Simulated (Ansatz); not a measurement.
The cluster AgF₂⁻, relaxed as a singlet with RKS r2SCAN-D4/def2-TZVPD in Ansatz, starting from the GFN1-xTB geometry. Force threshold 0.02 eV/Å.

In the def2 sets Ag takes a core potential; there is no spin–orbit coupling. The relaxation made no stability test and no search for a lower SCF solution. The structure comes from a short search, and lower isomers may exist.

Start:

Cartesian coordinates in Å:
```
Ag -0.001 -0.002 -0.005
F 1.522 1.151 -0.895
F -1.520 -1.149 0.900
```

**Question.** Estimate the energy that the relaxation releases and the steps that it takes.

**Answer.** 2.3 kcal/mol, in 4 steps; 3.4 s on 4 threads of Arm Neoverse V2 on a shared host. No frequencies were taken in this run, so the end may be a saddle point.

**Question.** Does the start keep its bonding and symmetry?

**Answer.** By distances, no bond broke or formed. The bond that changes most is Ag1–F3, from 2.11 to 2.01 Å (atoms count from 1). Point group D∞h at the start, D∞h at the end, both within 0.05 Å.

**Question.** Predict the relaxed structure.

**Answer.** 
```xyz
3

Ag    0.000    0.000    0.000
F     1.449    1.096   -0.855
F    -1.449   -1.096    0.855
```
Bond lengths: 2 × Ag–F 2.01 Å.
